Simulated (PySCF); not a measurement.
**Working with the constants of PrP**

ROHF constants of PrP, triplet, about 2.1 electrons in the 4f shell (Mulliken), real f orbitals that mix terms (basis Pr x2c-SVPall, P x2c-SVPall; spin-free X2C with a Gaussian nucleus; PySCF 2.14; masses 140.9076 and 30.9738 u):

| Quantity | Value |
| --- | --- |
| ωe | 468.4 cm⁻¹ |
| ωexe | 0.621 cm⁻¹ |
| Be | 0.12025 cm⁻¹ |
| αe | 0.000264 cm⁻¹ |

(1) What force constant and bond length do these constants imply?

(2) Estimate the centrifugal constant D from the Kratzer relation and find the Dunham coefficient a1.

These are scalar-relativistic numbers at best; spin–orbit coupling would shift them, the dissociation energy most. Hartree–Fock leaves out correlation, which carries a large part of most bond energies and some tenths to 1 eV of ionisation energies. The state is the lowest single determinant that the PBE0 search found; with open d or f shells the true ground state can be another one.

Answers

(1) Reduced mass μred = 25.392 u; k = 5.8918×10⁻⁷·μred·ωe² (u, cm⁻¹, mdyn/Å) = 3.28 mdyn/Å; Re = √(16.8576/(μred·Be)) (u, cm⁻¹, Å) = 2.350 Å.

(2) D = 4Be³/ωe² = 3.17e-08 cm⁻¹; a1 = −1 − αeωe/(6Be²) = -2.43.
